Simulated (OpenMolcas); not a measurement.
## Levels of N+ by method

```yaml
Program: OpenMolcas
Basis: ANO-RCC-VQZP [5s4p3d2f1g]
Scalar_Hamiltonian: DKH2, point nucleus
Active_space: 2 electrons in 3 orbitals (2p)
State_averaging: 2S+1 = 3 even, 3 roots; 2S+1 = 1 even, 6 roots
Spin-orbit_coupling: RASSI with atomic mean-field integrals over the reference wave functions, term energies averaged over their components
```

Methods on the same reference wave functions:
A. CASSCF
B. SS-CASPT2, IPEA 0.25 Eh, imaginary shift 0.1 Eh (closed shells correlated: 1s 2s)

Energies in cm-1 above 2s2 2p2 3P0, the measured ground level; measured values from NIST Handbook of Basic Atomic Spectroscopic Data.

| Level | A | B | Measured |
| --- | --- | --- | --- |
| 2s2 2p2 3P0 | 0.0 | 0.0 | 0.0 |
| 2s2 2p2 3P1 | 47.7 | 47.8 | 48.7 |
| 2s2 2p2 3P2 | 142 | 142 | 131 |
| 2s2 2p2 1D2 | 17800 | 15240 | 15316 |
| 2s2 2p2 1S0 | 43858 | 34740 | 32689 |

Deviations, from unrounded energies. A percentage is the sum of absolute deviations over the sum of measured energies, with the sign that they share, or ± where signs differ.

```csv
Against measurement,Levels,A,B
mean absolute deviation (cm-1),4,3400,530
fine structure of the ground term (%),2,±6.8,±6.8
other terms of the ground configuration (%),2,+28.4,±4.4
```

B lies closest to measurement on these levels. The largest miss of B in the table is 2s2 2p2 1S0, by +2100 cm-1. The ranking rests on the paired levels alone, and a cruder setting can come out closer through cancelling errors.

From A to B the spin-free energies of the other terms of 2s2 2p2 shown, above 3P, scale by factors of 0.79 to 0.86.

The lowest spin-free term lies below A's lowest term by 0.101 hartree in B.

CASPT2 breaks the degeneracy within a term, and the mean is taken; among the terms shown or strongly mixed into the levels shown the widest spread is 83 cm-1 (2s2 2p2 1D, B). With the s shell closed, the reference lacks s² → p² mixing. Without dynamic correlation excited terms often stand tens of per cent too high (terms of higher spin than the ground term too low), and those without a measured partner can miss by more than the paired ones (holds for A). Computed and measured levels are paired by configuration, term and J; levels that our copy of the source lacks, or whose pairing is in doubt (as where it misses far off the trend of its configuration), stay unpaired and out of the deviations. Levels of configurations outside the active space are missing.
